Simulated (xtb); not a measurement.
A run for xtb: GFN2-xTB on CoGe, 2S+1 = 2, a spin state set in the input, which need not be the lowest, a point of a bond scan (R = 2.195 Å).

```
$ xtb mol.xyz --gfn 2 --sp --chrg 0 --uhf 1
2

Co     0.00000000     0.00000000     0.00000000
Ge     0.00000000     0.00000000     2.19493500
```

The head of its log:

```
[...]
           -------------------------------------------------
          |                Calculation Setup                |
           -------------------------------------------------



           -------------------------------------------------
          |                 G F N 2 - x T B                 |
           -------------------------------------------------

        Reference                      10.1021/acs.jctc.8b01176
      * Hamiltonian:
        H0-scaling (s, p, d)           1.850000    2.230000    2.230000
        zeta-weighting                 0.500000
      * Dispersion:
        s8                             2.700000
        a1                             0.520000
        a2                             5.000000
        s9                             5.000000
      * Repulsion:
        kExp                           1.500000    1.000000
        rExp                           1.000000
      * Coulomb:
        alpha                          2.000000
        third order                    shell-resolved
        anisotropic                    true
        a3                             3.000000
        a5                             4.000000
        cn-shift                       1.200000
        cn-exp                         4.000000
        max-rad                        5.000000


          ...................................................
          :                      SETUP                      :
          :.................................................:
          :  # basis functions                  20          :
          :  # atomic orbitals                  18          :
          :  # shells                            6          :
          :  # electrons                        13          :
          :  max. iterations                   250          :
          :  Hamiltonian                  GFN2-xTB          :
          :  restarted?                      false          :
          :  GBSA solvation                  false          :
          :  PC potential                    false          :
          :  electronic temp.          300.0000000     K    :
          :  accuracy                    1.0000000          :
          :  -> integral cutoff          0.2500000E+02      :
          :  -> integral neglect         0.1000000E-07      :
          :  -> SCF convergence          0.1000000E-05 Eh   :
          :  -> wf. convergence          0.1000000E-03 e    :
          :  Broyden damping             0.4000000          :
          :  net charge                          0          :
          :  unpaired electrons                  1          :
          ...................................................

 iter      E             dE          RMSdq      gap      omega  full diag
   1     -4.5239747 -0.452397E+01  0.364E+01    2.53       0.0  T
   2      8.6473882  0.131714E+02  0.793E+01    0.05       1.0  T
```

**Question.** Predict the final total energy.

**Answer.** -5.4499 hartree.
